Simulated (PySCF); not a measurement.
## Mn (manganese, neutral): UHF calculation

Configuration: [Ar] 3d5 4s2, high-spin 6S determinant. All numbers are calculated (PySCF 2.14, scalar relativity by spin-free X2C-1e, in aug-cc-pwCVTZ-DK (10s9p7d4f3g, 127 functions)).

- Total energy: -1157.383732 hartree
- One-electron energy: -1595.1206 hartree
- Hartree (Coulomb) energy: 489.2292 hartree
- Exchange energy: -51.4923 hartree
- ⟨S²⟩: 8.7717
- ⟨L²⟩: 0.000
- Sum of ⟨r⟩: 21.73 bohr
- Sum of ⟨r²⟩: 42.86 bohr²
- Langevin diamagnetic susceptibility: -33.9 ×10⁻⁶ cm³/mol

```csv
shell,electrons,mean orbital energy (hartree),"rms radius, mean of both spins (bohr)"
1s β,1,-242.47852,0.0703
1s α,1,-242.47742,0.0703
2s α,1,-29.59023,0.302
2s β,1,-29.46201,0.302
2p α,3,-24.94465,0.273
2p β,3,-24.81899,0.273
3s α,1,-4.08515,0.915
3s β,1,-3.67731,0.915
3p α,3,-2.73676,0.988
3p β,3,-2.24313,0.988
3d α,5,-0.62791,1.29
4s α,1,-0.27754,3.63
4s β,1,-0.22787,3.63
```

Densities and radii are taken from the X2C orbitals without a picture-change correction, which distorts them close to the nucleus.

Spin-orbit constants ζ (cm⁻¹) from the X2C one-electron operator on these orbitals: bare nucleus, nucleus screened by l(l+1)(2l+1)/3 electrons, and screened by the Breit-Pauli mean field of the electrons.

| shell | bare | screened nucleus | mean field |
| --- | --- | --- | --- |
| 2p | 59260 | 54520 | n/a |
| 3p | 7024 | 6462 | n/a |
| 3d | 599.0 | 359.4 | n/a |
